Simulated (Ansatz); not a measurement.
`CCB(F)Cl` + H₂S → `CCB(F)S` + HCl at 600 K and 1 bar (ligand exchange at a B–Cl bond).

Computed with Ansatz on PBE0-D4/def2-TZVP structures; ΔE is electronic, products minus reactants. CCSD(T)/CBS is the MP2 limit (def2-TZVPP, def2-QZVPP) plus CCSD(T) − MP2 in def2-TZVPP, frozen cores. This one scheme is used for every species. One conformer a species, not always the lowest.

| species | CCSD(T)/CBS energy (Eh) | H − E (kJ/mol) | S (J/(mol·K)) |
| --- | --- | --- | --- |
| `CCB(F)Cl` | -663.59538 | 247.5 | 416.5 |
| H₂S | -398.97279 | 60.8 | 230.9 |
| `CCB(F)S` | -602.17930 | 275.6 | 432.1 |
| HCl | -460.38127 | 35.4 | 207.2 |

H − E and S are ideal-gas, rigid-rotor, harmonic terms from PBE0-D4/def2-TZVP, for one conformer and one mirror image of each species. 1 Eh = 2625.50 kJ/mol, R = 8.31446 J/(mol·K).

By hand: ΔE, ΔH, ΔS and ΔG.

ΔE = (-602.17930) + (-460.38127) − (-663.59538) − (-398.97279) = 0.00760 Eh = 20.0 kJ/mol. Δ(H − E) = 275.6 + 35.4 − 247.5 − 60.8 = 2.7, so ΔH = 22.7 kJ/mol. ΔS = 432.1 + 207.2 − 416.5 − 230.9 = -8.1 J/(mol·K). ΔG = 22.7 − 600 × (-8.1)/1000 = 27.6 kJ/mol.

By hand: the equilibrium constant, and the temperature at which ΔG would vanish if ΔH and ΔS stayed fixed.

log₁₀ K = −ΔG/(RT ln 10) = -2.4. ΔH and −TΔS have one sign here, so there is no such temperature.

The number of gas molecules stays the same, so ΔS is small and ΔH decides. A doubt of 5 kJ/mol in ΔE shifts log₁₀ K by 0.4 here. Other conformers and mirror images would add mixing entropy, several J/(mol·K) or more a flexible species. Modes under 60 cm⁻¹, often nearly free rotors, make the harmonic entropy too high. These are equilibria of isolated gas molecules and say nothing of rates. Largest T1 diagnostic: 0.012 (customary marks: 0.02 for closed shells, 0.045 for open ones).

ΔS is within the doubt of such terms, so its sign, and with it that verdict, could turn.
